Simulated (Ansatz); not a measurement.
The lowest singlet and triplet of C3H4 (SMILES [CH]C=C); geometries from B3LYP-D3(BJ)/def2-TZVP, each state relaxed from the structure named, with no frequency check, low spin by broken symmetry.
Singlet (charge 0, multiplicity 1):
```xyz
7

C     -1.20365     0.31942    -0.36049
C     -0.10340    -0.37332     0.04571
C      1.13988     0.17129     0.30743
H     -2.06590    -0.02749    -0.91705
H     -0.22188    -1.45191     0.19254
H      1.97231    -0.45407     0.59652
H      1.31851     1.22913     0.17207
```

```json
[
 {"level": "R-HF/cc-pVDZ", "gap E(singlet) − E(triplet), vertical, at the singlet's geometry (eV)": "1.907", "cost": "-"},
 {"level": "R-HF/cc-pVTZ", "gap E(singlet) − E(triplet), vertical, at the singlet's geometry (eV)": "1.853", "cost": "-"},
 {"level": "R-SVWN5/def2-TZVPP", "gap E(singlet) − E(triplet), vertical, at the singlet's geometry (eV)": "0.582", "cost": "×0.4"},
 {"level": "U-SVWN5/def2-TZVPP (spin-contaminated)", "gap E(singlet) − E(triplet), vertical, at the singlet's geometry (eV)": "0.234", "cost": "×0.7"},
 {"level": "R-PBE/def2-TZVPP", "gap E(singlet) − E(triplet), vertical, at the singlet's geometry (eV)": "0.728", "cost": "×1"},
 {"level": "R-r2SCAN/def2-TZVPP", "gap E(singlet) − E(triplet), vertical, at the singlet's geometry (eV)": "1.093", "cost": "×1"},
 {"level": "U-r2SCAN/def2-TZVPP (spin-contaminated)", "gap E(singlet) − E(triplet), vertical, at the singlet's geometry (eV)": "0.240", "cost": "×4"},
 {"level": "U-BHLYP/def2-TZVPP (spin-contaminated)", "gap E(singlet) − E(triplet), vertical, at the singlet's geometry (eV)": "0.246", "cost": "×3"},
 {"level": "U-wB97X-V/def2-TZVPP (spin-contaminated)", "gap E(singlet) − E(triplet), vertical, at the singlet's geometry (eV)": "0.226", "cost": "×5"},
 {"level": "R-wB97M-V/def2-TZVPP", "gap E(singlet) − E(triplet), vertical, at the singlet's geometry (eV)": "0.679", "cost": "×2"},
 {"level": "U-wB97M-V/def2-TZVPP (spin-contaminated)", "gap E(singlet) − E(triplet), vertical, at the singlet's geometry (eV)": "0.296", "cost": "×5"},
 {"level": "R-B2PLYP/def2-TZVPP", "gap E(singlet) − E(triplet), vertical, at the singlet's geometry (eV)": "0.708", "cost": "×1"},
 {"level": "U-B2PLYP/def2-TZVPP (spin-contaminated)", "gap E(singlet) − E(triplet), vertical, at the singlet's geometry (eV)": "0.229", "cost": "×3"},
 {"level": "R-CCSD/cc-pVDZ", "gap E(singlet) − E(triplet), vertical, at the singlet's geometry (eV)": "0.900", "cost": "-"},
 {"level": "R-CCSD/cc-pVTZ", "gap E(singlet) − E(triplet), vertical, at the singlet's geometry (eV)": "0.816", "cost": "-"},
 {"level": "R-CCSD(T)/cc-pVDZ", "gap E(singlet) − E(triplet), vertical, at the singlet's geometry (eV)": "0.670", "cost": "×0.6"},
 {"level": "R-CCSD(T)/cc-pVTZ", "gap E(singlet) − E(triplet), vertical, at the singlet's geometry (eV)": "0.591", "cost": "×10"},
 {"level": "SC-NEVPT2 on SA-CASSCF(4,4)/cc-pVTZ", "gap E(singlet) − E(triplet), vertical, at the singlet's geometry (eV)": "0.517", "cost": "-"},
 {"level": "FIC-NEVPT4(SD) on SA-CASSCF(4,4)/cc-pVDZ", "gap E(singlet) − E(triplet), vertical, at the singlet's geometry (eV)": "0.602", "cost": "-"},
 {"level": "FIC-MRCISD+Q on SA-CASSCF(4,4)/cc-pVTZ", "gap E(singlet) − E(triplet), vertical, at the singlet's geometry (eV)": "0.520", "cost": "-"}
]
```

The rows run from 0.226 (U-wB97X-V/def2-TZVPP (spin-contaminated)) to 1.907 eV (R-HF/cc-pVDZ). In cc-pVTZ the value moves R-HF 1.853, R-CCSD 0.816, R-CCSD(T) 0.591, a shift of -1.262 from R-HF to R-CCSD(T). From cc-pVDZ to cc-pVTZ R-CCSD(T) changes by -0.079. The 5 R-functionals in def2-TZVPP without D3 or D4 span 0.511, from R-SVWN5 to R-r2SCAN.

A positive gap puts the triplet lower; no zero-point energy. R- takes a restricted singlet, here one determinant of a half-filled degenerate or near-degenerate pair, which mixes singlet states. U- takes an unrestricted singlet (broken symmetry where lower, unprojected). The triplet is unrestricted in single-reference levels. Active spaces average the two states.

Frozen-core correlation.

Doubts at one or more of the structures used: a restricted determinant that unrestricted orbitals would lower (R-HF/cc-pVDZ, R-HF/cc-pVTZ, R-SVWN5/def2-TZVPP, R-PBE/def2-TZVPP, R-r2SCAN/def2-TZVPP, R-wB97M-V/def2-TZVPP, R-B2PLYP/def2-TZVPP, R-CCSD/cc-pVDZ, R-CCSD/cc-pVTZ, R-CCSD(T)/cc-pVDZ, R-CCSD(T)/cc-pVTZ); a spin-contaminated determinant (R-HF/cc-pVDZ, R-HF/cc-pVTZ, R-CCSD/cc-pVDZ, R-CCSD/cc-pVTZ, R-CCSD(T)/cc-pVDZ, R-CCSD(T)/cc-pVTZ); T1 above 0.05 (R-CCSD/cc-pVDZ, R-CCSD/cc-pVTZ, R-CCSD(T)/cc-pVDZ, R-CCSD(T)/cc-pVTZ).

Codes used: Ansatz (Gaussian orbitals). Values without a source in brackets are computed.

Costs are rough ratios of core time to R-PBE/def2-TZVPP (about 7 s over the structures, on one shared machine); a dash marks a level with no comparable run of its own.

Ansatz is an electronic-structure program.
